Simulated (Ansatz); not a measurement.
Task: Name a neutral molecule of B, C, O and H with HOMO–LUMO gap (B3LYP/def2-TZVPP) between 7.40 and 7.70 eV and HOMO energy (ωB97M-V/def2-TZVPP) between -10.40 and -10.10 eV (Ansatz, PBE0-D4/def2-TZVP geometry).

Result: `BC(O)CC` (7.62 eV, -10.29 eV). Other molecules can fit too; these were computed, each in one conformer that needn't be the lowest.

B3LYP here is the variant with VWN-RPA as its local correlation; programs differ in this.
